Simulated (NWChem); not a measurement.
Molecule: C₃H₆O₂; SMILES CC1OCO1

```xyz
11

C      0.2728     1.7515     0.0000
C     -0.4665     0.4362     0.0000
O     -0.0628    -0.4723    -1.0376
C      0.2477    -1.3999     0.0000
O     -0.0628    -0.4723     1.0376
H      1.3525     1.5772     0.0000
H      0.0012     2.3318     0.8890
H      0.0012     2.3318    -0.8890
H     -1.5589     0.5824     0.0000
H      1.3013    -1.7158     0.0000
H     -0.4164    -2.2786     0.0000
```
Atoms are numbered in this order, from 1.

Results from NWChem. Structure relaxed at the B3LYP/6-31G* (spherical d) level.

For level PBE/def2-TZVP:

```yaml
highest occupied level (eV): -5.68
orbital gap (eV): 5.81
```

Question: What are these values for level CAM-B3LYP/def2-TZVP?

Answer: 
* **highest occupied level (eV)**: -8.71
* **orbital gap (eV)**: 10.96
